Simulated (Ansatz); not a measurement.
CrNCl₃, relaxed as a singlet with RKS PBE0-D4/def2-SVP in Ansatz, starting from the GFN2-xTB geometry. Force threshold 0.02 eV/Å.

The restricted singlet is unstable towards broken spin symmetry at other levels; at PBE0-D4/def2-SVP this wasn't settled.

Start:

```xyz
5

Cr    0.002    0.020    0.023
N     0.133    1.075    1.244
Cl    1.552   -1.308    0.222
Cl    0.136    1.105   -1.711
Cl   -1.823   -0.891    0.222
```

| step | energy (eV) | largest force component (eV/Å) | SCF passes |
| --- | --- | --- | --- |
| 1 | -67443.9612 | 7.376 | 34 |
| 2 | -67444.4699 | 3.653 | 40 |
| 3 | -67444.5663 | 1.903 | 39 |
| 4 | -67444.5910 | 0.046 | 38 |
| 5 | -67444.5911 | 0.001 | 29 |

Force components are those of the run's own axes.

End:

```
atom    x (Å)    y (Å)    z (Å)
 Cr1   0.0037   0.0299   0.0346
  N2   0.1224   0.9907   1.1470
 Cl3   1.6088  -1.3154   0.2724
 Cl4   0.1456   1.1794  -1.7265
 Cl5  -1.8805  -0.8846   0.2725
```

By distances, no bond broke or formed. The bond that changes most is Cr1–N2, from 1.62 to 1.47 Å (atoms count from 1).

No frequencies were taken in this run, so the end may be a saddle point.

Run time 4.5 s (4 threads of AMD EPYC 9B45 on a shared host).
